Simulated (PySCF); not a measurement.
**Correlation energy of P⁻ (phosphorus, charge -1)**

[Ne] 3s2 3p4, high-spin 3P determinant. Computed with PySCF 2.14 in aug-cc-pV(T+d)Z with one added diffuse shell each of s, p, d, f type (7s6p5d3f, 71 functions), with no relativity, point nucleus. Frozen: [Ne]; 6 electrons correlated.

```csv
level,correlation energy (mhartree)
CCSD,-134.19
(T),-6.64
CCSD(T),-140.83
```

Diagnostics: T1 = 0.016, D1 = 0.0344, largest double amplitude 0.045.

Problem. Is a single reference adequate?

Solution. Yes: T1 lies below 0.03 and no double amplitude reaches 0.07.
